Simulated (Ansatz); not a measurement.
The cluster TiB7⁻ was relaxed with PBE-D4 (def2-SVPD) in Ansatz in these states: charge -1 quintet, charge -1 singlet, charge -1 triplet. The geometries follow in no particular order.

A:

```xyz
8

Ti    0.208    2.072   -0.553
B    -0.161   -1.602    0.427
B    -1.395   -0.865   -0.213
B    -1.292    0.659   -0.636
B    -0.265    0.231    0.781
B     1.422    0.633    0.292
B     0.264   -0.239   -0.779
B     1.218   -0.890    0.681
```

B:

Cartesian coordinates in Å:
```
Ti -0.1786 -1.9250 0.6459
B -0.1940 1.5756 -0.4520
B 0.2921 1.2627 1.0099
B 0.5286 -0.2237 1.5253
B -0.8973 -0.0117 0.2058
B -0.0883 -1.0851 -1.2127
B 0.8230 -0.0495 -0.1699
B -0.2854 0.4566 -1.5524
```

C:

Cartesian coordinates in Å:
```
Ti -0.251 -2.214 -0.331
B 0.185 1.636 0.244
B -0.477 0.780 1.388
B -0.661 -0.759 1.180
B -0.795 0.166 -0.351
B 0.518 -0.512 -1.370
B 0.800 -0.121 0.358
B 0.681 1.023 -1.118
```

**Question.** Judge from the bond lengths which geometry belongs to which state (an estimate).

**Answer.** A is the charge -1 triplet (Ti1–B5 2.322 Å, Ti1–B7 2.323 Å, B4–B5 1.802 Å); B is the charge -1 singlet (Ti1–B5 2.091 Å, Ti1–B7 2.277 Å, B4–B5 1.954 Å); C is the charge -1 quintet (Ti1–B5 2.441 Å, Ti1–B7 2.441 Å, B4–B5 1.794 Å).

At PBE-D4/def2-SVPD the highest occupied level of the charge -1 triplet lies above zero (up to 0.09 eV). It is a level of α spin, whose loss leaves a doublet; that state wasn't run at this geometry and level. The electron is either unbound and held by the finite basis, or the level is raised by self-interaction error. At PBE-D4/def2-SVPD the highest occupied level of the charge -1 quintet lies above zero (up to 0.32 eV). It is a level of α spin, whose loss leaves a quartet; that state wasn't run at this geometry and level. The electron is either unbound and held by the finite basis, or the level is raised by self-interaction error. At PBE0-D4/def2-TZVPD a broken-symmetry singlet lies 0.30 eV below the charge -1 triplet. At PBE0-D4/def2-TZVPD a broken-symmetry singlet lies 1.33 eV below the charge -1 quintet. These are the stationary points nearest to one start from a short search; other shapes may lie lower in each state.
